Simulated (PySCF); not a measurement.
# Gas-phase XPS of `[SiH3][GeH2][CH]1CCC1`, computed

Species: C₄H₁₂GeSi.
Structure used (PBE0-D3(BJ)/def2-SVP), in Å, numbered top down from 1:
```
atom  x, y, z in Å
Si1    1.7820    0.4186    1.5086
Ge2    1.1769   -1.0430   -0.2779
C3    -0.6182   -0.6328   -0.9662
C4    -0.8600    0.8635   -1.2795
C5    -1.6090    0.9937    0.0602
C6    -1.7136   -0.5422    0.1241
H7     3.1556    0.0960    2.0055
H8     1.7679    1.8442    1.0537
H9     0.8244    0.2801    2.6505
H10    1.2128   -2.5023    0.2284
H11    2.2122   -0.9053   -1.4167
H12   -0.8164   -1.3358   -1.7909
H13   -1.5315    0.9929   -2.1429
H14    0.0165    1.5134   -1.4374
H15   -2.5486    1.5658    0.0615
H16   -0.9682    1.4007    0.8584
H17   -1.5230   -1.0243    1.0968
H18   -2.6848   -0.9067   -0.2460
```

Level of theory: delta-SCF UKS SCAN, pcX-2 on the ionised atom, pcseg-1 elsewhere, spin-free X2C (PySCF). Each binding energy is the total energy of the core-ionised species, with the hole localised on one atom, minus that of the ground state; both are solved self-consistently, so orbital relaxation is included.

Q: What binding energy does each computed site have?

A: 
| atom(s) | bonded to | level | binding energy (eV) | 2p1/2 (eV) | above the level's lowest (eV) | count |
| --- | --- | --- | --- | --- | --- | --- |
| Si1 | 3 H and Ge | Si 1s | 1846.08 | – | 0.00 | 1 |
| C5 | 2 C and 2 H | C 1s | 290.41 | – | +0.41 | 1 |
| C4/C6 | 2 C and 2 H | C 1s | 290.40 | – | +0.40 | 2 |
| C3 | 2 C, H and Ge | C 1s | 290.00 | – | 0.00 | 1 |
| Si1 | 3 H and Ge | Si 2p3/2 | 106.38 | 107.00 | 0.00 | 1 |

The listed C 1s values span 0.41 eV, from C3 (bonded to 2 C, H and Ge) to C5 (bonded to 2 C and 2 H). Summing the Pauling electronegativity differences to the bonded atoms, each weighted by its formal bond order, gives -0.89 for the lowest site and -0.70 for the highest; no listed site has a larger sum than the highest. The values 290.40 and 290.41 eV lie too close for their order to be trusted.

Q: Which effective nuclear charge Zeff reproduces each element's mean 1s value in the hydrogen-like formula E = 13.606 eV × Zeff²?

A: C (Z = 6): mean 290.3 eV, Zeff = 4.62, Z − Zeff = 1.38; Si (Z = 14): mean 1846.1 eV, Zeff = 11.65, Z − Zeff = 2.35. Means run over the listed sites, weighted by atom count.

Q: Which photon energy gives electrons from Si 1s of Si1 a kinetic energy of 150 eV, and what is their de Broglie wavelength?

A: hν = 1846.08 + 150 = 1996.08 eV, recoil neglected; λ = 12.264 Å/√(E/eV) = 1.00 Å.

The first atom of each set that the bonding makes equivalent was ionised and stands for the set. The 2p values aren't plain energy differences: one relaxed spin-free 2p hole is combined with a matrix within the shell (ground-state 2p orbital-energy differences and spin–orbit coupling). 2p3/2, the mean of its two sublevels, lies a third of the splitting below the shell's mean and 2p1/2 two thirds above it; the statistical areas are 2:1. 2p1/2 minus 2p3/2 (ligand field included): Si 0.62 eV. No level of germanium is listed. The structure is a single PBE0-D3(BJ)/def2-SVP conformer in the gas phase; no vibrational or solvent corrections.
